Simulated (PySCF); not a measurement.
**Nonlinear optical response: `InChI=1S/C8H9NO/c1-6(10)7-3-2-4-8(9)5-7/h2-5H,9H2,1H3`**

Geometry:
```tsv
atom	x (Å)	y (Å)	z (Å)
C1	3.144	-0.267	-0.123
C2	1.868	-0.695	0.560
O3	1.894	-1.460	1.499
C4	0.569	-0.151	0.048
C5	0.492	0.722	-1.045
C6	-0.758	1.176	-1.459
C7	-1.916	0.777	-0.803
C8	-1.855	-0.098	0.298
N9	-2.995	-0.461	0.979
C10	-0.594	-0.553	0.707
H11	3.262	0.827	-0.085
H12	3.992	-0.745	0.382
H13	3.136	-0.558	-1.184
H14	1.391	1.045	-1.572
H15	-0.835	1.855	-2.312
H16	-2.888	1.147	-1.141
H17	-3.875	-0.369	0.491
H18	-2.934	-1.279	1.570
H19	-0.487	-1.234	1.555
```

Theory: quadratic response CAM-B3LYP/aug-cc-pVDZ first hyperpolarisability, Taylor convention, gas phase (PySCF). Geometry: PBE0-D3(BJ)/def2-SVP.

**Question.** What is the first hyperpolarisability, and how does it disperse?

**Answer.** In au, Taylor convention; the vector part is βᵢ = ⅓ Σⱼ (βᵢⱼⱼ + βⱼᵢⱼ + βⱼⱼᵢ); β∥ is 3/5 of the vector part along the dipole, the dipole points from − to +:
| process | λ (nm) | β vector norm | β∥ | β HRS | depolarisation ratio |
| --- | --- | --- | --- | --- | --- |
| static β(0;0,0) | ∞ | 504.1 | 129.5 | 197.9 | 6.12 |
| second harmonic β(−2ω;ω,ω) | 1907 | 548.3 | 147.0 | 215.0 | 6.31 |
| Pockels β(−ω;ω,0) | 1907 | 518.1 | 135.0 | – | – |
| second harmonic β(−2ω;ω,ω) | 1064 | 675.3 | 199.1 | 264.2 | 6.84 |
| Pockels β(−ω;ω,0) | 1064 | 551.7 | 148.4 | – | – |

**Question.** Which lowest excitations, dipole and polarisabilities go with it?

**Answer.** S1 3.99 eV (f = 0.000); S2 4.14 eV (f = 0.054); S3 5.03 eV (f = 0.006); dipole 3.11 D; isotropic α 109.7 au static, 110.2 au at 1907 nm, 111.4 au at 1064 nm, 111.8 au at 953.5 nm, 117.1 au at 532 nm.
